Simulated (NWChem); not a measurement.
# How basis sets differ on GaHOF (SMILES [OH][Ga][F])

GaHOF: 4 atoms, total charge 0, spin state doublet. SMILES: `[OH][Ga][F]`. The coordinates come from a PBE0-D4/def2-TZVP relaxation.

Quantity: the vertical ionisation energy (to the singlet cation), in eV. The values are calculated.

```
                            level          kind  program  value (eV)  CPU time (all runs)
                        UHF/3-21G  Hartree–Fock   NWChem        8.90                4.9 s
                        UHF/6-31G  Hartree–Fock   NWChem        9.52                 20 s
 UHF/6-31G* (spherical functions)  Hartree–Fock   NWChem        9.39                 29 s
UHF/6-31G** (spherical functions)  Hartree–Fock   NWChem        9.39                 32 s
                     UHF/6-311G**  Hartree–Fock   NWChem        9.45                 30 s
```

All-electron rows without a relativistic Hamiltonian named are non-relativistic. The values span 8.90 to 9.52 eV. Without the sets that lack polarisation functions the rows with a basis span only 9.39 to 9.45 eV. CPU times are rough (shared hosts, several kinds of processor): they show what a rung costs within a factor of a few.
